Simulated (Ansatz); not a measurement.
Reaction (substitution at a C–Sn bond): `[SiH3]/N=[CH]\[SnH3]` + H₂S → `[SiH3]/N=C\S` + `[SnH4]`

Calculated with Ansatz (gas phase, PBE0-D4/def2-TZVP geometries, no zero-point term in ΔE). CCSD(T)/CBS adds triple-zeta CCSD(T) − MP2 to the extrapolated MP2 energy (def2 sets, frozen cores). This one scheme is used for every species. Double bonds are as drawn, so ΔE can hold a change between cis and trans. DFT in def2-TZVPP. Elements past krypton have def2 core potentials. For Sn outer-core shells are correlated without core-valence functions, which leaves a few kJ/mol of doubt a bond. Each species was taken in one conformer, which may not be the lowest.

CCSD(T)/CBS gives -0.09 eV.

(1) Another level gave -0.30 eV. Which?
A. MP2/def2-TZVPP
B. PBE0-D4/def2-TZVPP
C. r2SCAN/def2-TZVPP
D. B2PLYP/def2-TZVPP

Largest T1 diagnostic among the species: 0.015.

## Answers

(1) C. r2SCAN -0.30, B2PLYP -0.21, PBE0-D4 -0.25, MP2/def2-TZVPP -0.16 eV.
